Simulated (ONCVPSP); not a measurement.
# What one change does to a pseudopotential (chlorine (Cl), ONCV)

```
Element                 : Cl (Z = 17)
Generator               : ONCVPSP 4.0.1
Type                    : optimised norm-conserving Vanderbilt (ONCV)
Functional              : LDA (Perdew-Zunger)
Relativity              : scalar-relativistic
Frozen core             : [Ne]
Valence charge          : 7
Reference configuration : 3s2 3p5
Partial waves           : 3s: rc 1.30 bohr, ncon 4, nbas 9, qcut 3.9 1/bohr, 2 projectors, debl 0.8 Ha; 3p: rc 1.30 bohr, ncon 3, nbas 6, qcut 7.3 1/bohr, 2 projectors, debl 2.6 Ha; d scattering state at 0.08 Ha: rc 1.30 bohr, ncon 5, nbas 10, qcut 8.5 1/bohr, 1 projector
Local potential         : polynomial inside 1.10 bohr (lpopt 3, dvloc0 0 Ha)
Core correction         : polynomial model core, fcfact 0.3
```

All-electron outer shells of the reference configuration (LDA (Perdew-Zunger), scalar-relativistic, ld1.x):

| shell | level (eV) | outermost node (bohr) | outermost maximum (bohr) |
| --- | --- | --- | --- |
| 2s | -251.73 | 0.12 | 0.36 |
| 2p | -191.63 | – | 0.30 |
| 3s | -20.69 | 0.56 | 1.27 |
| 3p | -8.70 | 0.53 | 1.43 |

Change: all radii but the core radius scaled by about 1.26 (s 1.64, p 1.64, d 1.64 bohr); local potential polynomial inside 1.38 bohr (lpopt 3, dvloc0 0 Ha).

Cutoffs: the cutoffs (Ha) at which the residual kinetic energy of the hardest occupied pseudo-wave falls to 1 and 0.1 mHa per electron; they do not see the model core or the augmentation charge, which bear on the density cutoff. Errors are all-electron minus pseudo energies relative to the spin-unpolarised reference configuration.

Problem. How do hardness, ghosts and transferability respond?

Solution. The potential gets softer (113 Ha and 140 Ha → 46 Ha and 87 Ha); of the 4 tests that both files solve, the error grows in 4 and shrinks in 0 by more than 15 % and 0.3 meV (median size 10.0 → 22.9 meV); neither file shows a bound ghost. A larger radius leaves more room for a smooth pseudo-wave, so fewer plane waves are needed. More of the atom is replaced by a form fitted at one configuration, so other configurations suffer.

```csv
quantity,base,changed
"cutoff, loose",113 Ha,46 Ha
"cutoff, tight",140 Ha,87 Ha
loose cutoff by channel,"s 113 Ha, p 14 Ha","s 46 Ha, p 7.9 Ha"
bound ghosts,none,none
GHOST(+) flags under 300 eV,s at 207.8 eV,none
"error for 3s2 3p4, meV [ΔE 13.97 eV]",+1.1,+2.4
"error for 3s2 3p3, meV [ΔE 39.50 eV]",+15,+24
"error for 3s2 3p2, meV [ΔE 77.89 eV]",+65,+92
"error for 3s1 3p6, meV [ΔE 12.05 eV]",-4.7,-22
"rms error of d²Exc/dni dnj with the model core, mHa",0.32,0.73
```
